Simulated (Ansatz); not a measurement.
`C[O][Y]([OH])[OH]` + `CC[SeH]` → `CC[Se]C` + `[OH][Y]([OH])[OH]`  (substitution at a C–O bond)

Gas-phase electronic energies from Ansatz, PBE0-D4/def2-TZVP geometries. CBS: MP2 limit from def2 TZ/QZ plus the TZ coupled-cluster correction, frozen cores. Functionals use def2-TZVPP. B3LYP here is the variant with VWN-RPA as its local correlation; programs differ in this. HSE06 is defined as in plane-wave codes. Elements past krypton have def2 core potentials. For Se, Y outer-core shells are correlated without core-valence functions, which leaves a few kJ/mol of doubt a bond. Scalar relativity is left out up to krypton. Each species was taken in one conformer, which may not be the lowest.

`C[O][Y]([OH])[OH]`:

```xyz
10

C     1.052    1.510   -1.239
O     0.405    0.569   -0.457
Y    -0.564   -0.811    0.668
O     0.191   -1.334    2.478
O    -2.273   -1.650   -0.034
H     0.502    1.710   -2.169
H     2.060    1.175   -1.517
H     1.161    2.466   -0.708
H     0.541   -1.582    3.328
H    -3.075   -2.053   -0.349
```

`CC[SeH]`:

```xyz
9

C    -0.719   -0.397    0.539
C     0.456   -0.326   -0.410
Se    0.667    1.412   -1.285
H    -0.807   -1.403    0.963
H    -1.653   -0.157    0.028
H    -0.602    0.305    1.367
H     0.339   -1.021   -1.244
H     1.397   -0.566    0.085
H     0.923    2.153   -0.042
```

`CC[Se]C`:

Cartesian coordinates in Å:
```
C -1.013 -1.049 -1.430
C -0.141 -0.069 -0.675
Se -0.208 -0.444 1.239
C 0.997 0.969 1.802
H -0.678 -2.077 -1.277
H -2.055 -0.983 -1.109
H -0.979 -0.842 -2.503
H 0.901 -0.140 -0.993
H -0.480 0.958 -0.826
H 0.595 1.943 1.527
H 1.983 0.827 1.359
H 1.079 0.907 2.886
```

`[OH][Y]([OH])[OH]`:

Cartesian coordinates in Å:
```
O 1.663 1.052 0.491
Y 0.000 0.000 0.000
O -0.899 0.303 -1.792
O -0.764 -1.355 1.302
H 2.444 1.544 0.723
H -1.320 0.447 -2.634
H -1.124 -1.991 1.911
```

| level | ΔE (kcal/mol) | difference from CCSD(T)/CBS |
| --- | --- | --- |
| LDA (SPW92) | -10.2 | 3.0 |
| PBE-D4 | -11.4 | 1.8 |
| BLYP-D4 | -10.8 | 2.4 |
| r2SCAN-D4 | -11.6 | 1.6 |
| B97M-V | -10.7 | 2.5 |
| PBE0-D4 | -11.6 | 1.6 |
| B3LYP-D4 | -10.9 | 2.3 |
| r2SCANh-D4 | -11.7 | 1.5 |
| r2SCAN0-D4 | -11.9 | 1.3 |
| HSE06-D4 | -11.6 | 1.6 |
| BHLYP-D4 | -10.8 | 2.4 |
| CAM-B3LYP-D4 | -10.5 | 2.7 |
| ωB97X-V | -11.4 | 1.8 |
| B2PLYP | -11.4 | 1.8 |
| PBE | -10.8 | 2.4 |
| BLYP | -9.6 | 3.6 |
| PBE0 | -11.2 | 2.0 |
| B3LYP | -10.0 | 3.2 |
| r2SCANh | -11.6 | 1.6 |
| r2SCAN0 | -11.7 | 1.5 |
| HSE06 | -11.2 | 2.0 |
| BHLYP | -10.2 | 3.0 |
| CAM-B3LYP | -10.1 | 3.1 |
| LC-ωPBE | -11.6 | 1.6 |
| RPA@PBE/def2-TZVPP | -10.8 | 2.4 |
| HF/def2-SVP | -5.0 | 8.2 |
| MP2/def2-SVP | -8.0 | 5.2 |
| CCSD/def2-SVP | -5.7 | 7.5 |
| CCSD(T)/def2-SVP | -5.8 | 7.4 |
| HF/def2-TZVPP | -9.2 | 4.0 |
| MP2/def2-TZVPP | -14.2 | -1.0 |
| SCS-MP2/def2-TZVPP | -12.7 | 0.5 |
| CCSD/def2-TZVPP | -11.8 | 1.4 |
| CCSD(T)/def2-TZVPP | -12.1 | 1.1 |
| HF/def2-QZVPP | -9.1 | 4.1 |
| MP2/def2-QZVPP | -14.8 | -1.6 |
| SCS-MP2/def2-QZVPP | -13.3 | -0.1 |
| HF/CBS(def2) | -9.0 | 4.2 |
| MP2/CBS(def2) | -15.3 | -2.1 |
| CCSD/CBS(def2) | -12.9 | 0.3 |
| CCSD(T)/CBS | -13.2 | 0 |

Largest T1 diagnostic among the species: 0.014.

At CCSD(T), def2-SVP lies +7.4 kcal/mol from the extrapolated value and def2-TZVPP +1.1 kcal/mol. Leaving LDA and LC-ωPBE aside and taking each functional with its dispersion term where it has one, the values, not all of them listed here, spread over 1.9 kcal/mol, from PBE-QIDH to CAM-B3LYP-D4.
